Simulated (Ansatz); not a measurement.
`C[CH2][Zn][Cl]` + HCl → `[Cl][Zn][Cl]` + `CC` at 500 K and 1 bar (ligand exchange at a Zn–C bond).

Gas-phase electronic energies from Ansatz, PBE0-D4/def2-TZVP geometries. CCSD(T)/CBS is the MP2 limit (def2-TZVPP, def2-QZVPP) plus CCSD(T) − MP2 in def2-TZVPP, frozen cores. This one scheme is used for every species. For Zn outer-core shells are correlated without core-valence functions, which leaves a few kJ/mol of doubt a bond. Scalar relativity is left out up to krypton. One conformer a species, not always the lowest.

```json
{"species": "`C[CH2][Zn][Cl]`", "CCSD(T)/CBS energy (Eh)": "-2317.32947", "H − E (kJ/mol)": "212.2", "S (J/(mol·K))": "387.0"}
{"species": "HCl", "CCSD(T)/CBS energy (Eh)": "-460.38127", "H − E (kJ/mol)": "32.5", "S (J/(mol·K))": "201.9"}
{"species": "`[Cl][Zn][Cl]`", "CCSD(T)/CBS energy (Eh)": "-2698.04832", "H − E (kJ/mol)": "32.3", "S (J/(mol·K))": "307.1"}
{"species": "`CC`", "CCSD(T)/CBS energy (Eh)": "-79.71954", "H − E (kJ/mol)": "220.5", "S (J/(mol·K))": "259.9"}
```

H − E and S are ideal-gas, rigid-rotor, harmonic terms from PBE0-D4/def2-TZVP, for one conformer and one mirror image of each species. 1 Eh = 2625.50 kJ/mol, R = 8.31446 J/(mol·K).

Task: By hand: ΔE, ΔH, ΔS and ΔG.

Result: ΔE = (-2698.04832) + (-79.71954) − (-2317.32947) − (-460.38127) = -0.05712 Eh = -150.0 kJ/mol. Δ(H − E) = 32.3 + 220.5 − 212.2 − 32.5 = 8.1, so ΔH = -141.9 kJ/mol. ΔS = 307.1 + 259.9 − 387.0 − 201.9 = -21.9 J/(mol·K). ΔG = -141.9 − 500 × (-21.9)/1000 = -131.0 kJ/mol.

Task: By hand: the equilibrium constant, and the temperature at which ΔG would vanish if ΔH and ΔS stayed fixed.

Result: log₁₀ K = −ΔG/(RT ln 10) = 13.7. ΔG = 0 at ΔH/ΔS = 6479 K, far beyond where these terms or the molecules hold.

ΔH outweighs TΔS. A doubt of 5 kJ/mol in ΔE shifts log₁₀ K by 0.5 here. Other conformers and mirror images would add mixing entropy, several J/(mol·K) or more a flexible species. These are equilibria of isolated gas molecules and say nothing of rates. Largest T1 diagnostic: 0.013 (customary marks: 0.02 for closed shells, 0.045 for open ones).
